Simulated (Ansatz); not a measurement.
An input meant for Be₂Te²⁺ (charge 2, singlet; atoms displaced at random, 0.15 Å in each coordinate).

```yaml
crystal:
  periodic: [false, false, false]
  atoms:
    - {symbol: Be, position_ang: [0.672170, -0.481678, 1.058514]}
    - {symbol: Be, position_ang: [-0.006698, 1.222385, 0.028683]}
    - {symbol: Te, position_ang: [-0.845477, -0.503768, -0.892427]}
basis:
  gaussian: {orbitals: def2-TZVP}
total_charge: 2
hamiltonian: {xc: {name: B3LYP5}}
kpoints: {mp_grid: {grid: [2, 2, 2]}}
```

```sh
$ ansatz run in.yaml --threads 4 --pin off --events-out ev --progress --plain --max-ram 3916MiB
```

It prints (some lines left out):

```
Error: invalid value for `basis.gaussian`: such a run doesn't read kpoints; remove what it names
```

**Question.** What is wrong with this run?

**Answer.** The input holds a key that doesn't belong there. The program refused the input.
